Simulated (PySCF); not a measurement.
## Nuclear quadrupole coupling in `C=CC[C@@H]1CCC[O+]1[AlH3-]`

Species: C₇H₁₅AlO.
SMILES with atom numbers: `[CH2:1]=[CH:2][CH2:3][C@@H:4]1[CH2:5][CH2:6][CH2:7][O+:8]1[AlH3-:9]` (hydrogens: H10, H11 on C1; H12 on C2; H13, H14 on C3; H15 on C4; H16, H17 on C5; H18, H19 on C6; H20, H21 on C7; H22, H23, H24 on Al9)

Structure used (PBE0-D3(BJ)/def2-SVP), in Å, numbered top down from 1:
```xyz
24
C7H15AlO angstrom
C      3.3675    0.9869   -0.1780
C      2.0480    1.0249   -0.3632
C      1.2418   -0.0944   -0.9425
C      0.1738   -0.6474   -0.0114
C     -0.6284   -1.8101   -0.6062
C     -2.0822   -1.4792   -0.2808
C     -2.0745    0.0318   -0.3400
O     -0.8238    0.3760    0.2763
Al    -0.7579    1.5741    1.8618
H      3.9615    0.1078   -0.4519
H      3.9044    1.8341    0.2556
H      1.4918    1.9260   -0.0749
H      0.7389    0.2400   -1.8688
H      1.9022   -0.9315   -1.2244
H      0.6177   -0.9017    0.9631
H     -0.4794   -1.8444   -1.6977
H     -0.3038   -2.7766   -0.1971
H     -2.3433   -1.8049    0.7382
H     -2.7987   -1.9309   -0.9809
H     -2.0808    0.4121   -1.3757
H     -2.8689    0.5244    0.2358
H     -0.3894    2.9998    1.2231
H      0.3927    0.8191    2.6891
H     -2.2802    1.3750    2.3469
```

Field gradients from the PBE0/pcSseg-1 density (PySCF, non-relativistic), principal values in atomic units, ordered |Vxx| ≤ |Vyy| ≤ |Vzz|:

| atom | Vxx | Vyy | Vzz |
| --- | --- | --- | --- |
| O8 | 0.3131 | 1.7152 | -2.0283 |
| Al9 | -0.4761 | -0.5037 | 0.9798 |

Task: Find the asymmetry η = (Vxx − Vyy)/Vzz and the couplings χ = eQV/h (234.96 MHz × Q in barn × V in au), with Q(17O) = −0.0256 b, Q(27Al) = 0.1466 b.

Result: 
```
atom                    environment  nucleus     η  χzz (MHz)  χxx (MHz)  χyy (MHz)
  O8    oxygen bonded to Al and 2 C      17O  0.69      12.20      -1.88     -10.32
 Al9  aluminium bonded to O and 3 H     27Al  0.03      33.75     -16.40     -17.35
```

The gradient is axial or nearly so (η below 0.05) at Al9. 

Task: What is Vzz at O8 in SI units (1 au = 9.71736 × 10²¹ V/m²)?

Result: -2.0283 au = -19.710 × 10²¹ V/m².

Task: And the gradient at the other heavy atoms, for which no coupling is worked out here?

Result: 
```json
{"atom": "C1", "environment": "terminal =CH2 carbon", "Vzz (au)": "0.292", "η": "0.46"}
{"atom": "C2", "environment": "alkene CH carbon", "Vzz (au)": "0.315", "η": "0.59"}
{"atom": "C3", "environment": "allylic carbon", "Vzz (au)": "0.055", "η": "0.80"}
{"atom": "C4", "environment": "sp3 carbon bound to oxygen", "Vzz (au)": "0.528", "η": "0.18"}
{"atom": "C5", "environment": "ring CH2 carbon", "Vzz (au)": "0.077", "η": "0.86"}
{"atom": "C6", "environment": "ring CH2 carbon", "Vzz (au)": "0.075", "η": "0.93"}
{"atom": "C7", "environment": "sp3 carbon bound to oxygen", "Vzz (au)": "0.509", "η": "0.15"}
```

Were the hydrogens deuterons (Q(2H) = 0.00286 b), χzz would run from 68 kHz (H24) to 206 kHz (H11).

One conformer (not necessarily the lowest) at the PBE0-D3(BJ)/def2-SVP geometry, without solvent, vibrations or thermal averaging. These gradients aren't converged with respect to the basis.

These values come from a run that also computed NMR shieldings. On Arm Neoverse V2, one thread, no GPU, on a shared host, this took 51 s (grids of density and orbitals included) and 1.2 GiB of memory at its peak.
